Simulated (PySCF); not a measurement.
Al(Et)(OH)(OMe) (C3H9AlO2), SMILES [Al]([CH2]C)([O]C)[OH]. Atoms are numbered in the order given.

```xyz
15

Al    -0.0677     0.0811     0.0626
C      1.8099    -0.3183    -0.2654
C      2.8277     0.6226     0.3976
H      1.9560    -0.3375    -1.3617
H      1.9841    -1.3635     0.0520
H      2.7229     0.6278     1.4946
H      2.6954     1.6648     0.0649
H      3.8680     0.3343     0.1683
O     -0.4672     1.4144     1.0510
H     -1.3415     1.7264     1.2969
O     -1.2613    -0.9049    -0.6411
C     -2.6434    -1.0508    -0.7235
H     -2.9594    -2.0395    -0.3413
H     -3.1965    -0.2827    -0.1457
H     -2.9857    -0.9814    -1.7731
```

Geometry optimised at B3LYP-D3(BJ)/def2-SVP. One conformer was computed; it need not be the lowest.

Calculation: TDA-PBE/def2-SVPD in PySCF.

Vertical excitations. Gas-phase values at a fixed geometry.

Computed excitation energies, oscillator strengths and character:
```
state  energy (eV)  λ (nm)      f                                                                main pairs
-----  -----------  ------  -----  ------------------------------------------------------------------------
S1            5.37     231  0.002                                                           HOMO→LUMO 100 %
S2            5.47     227  0.010                                                          HOMO−1→LUMO 96 %
S3            5.73     216  0.063                                                          HOMO−2→LUMO 95 %
S4            6.26     198  0.000                                                        HOMO−1→LUMO+1 97 %
S5            6.43     193  0.010                                      HOMO−3→LUMO 70 %, HOMO−2→LUMO+1 30 %
S6            6.59     188  0.044  HOMO−2→LUMO+1 49 %, HOMO−3→LUMO 21 %, HOMO→LUMO+1 14 %, HOMO→LUMO+2 10 %
T1            5.24     236      0                                                            HOMO→LUMO 99 %
T2            5.29     234      0                                        HOMO−1→LUMO 85 %, HOMO−2→LUMO 14 %
```
Triplets are in the Tamm–Dancoff approximation.
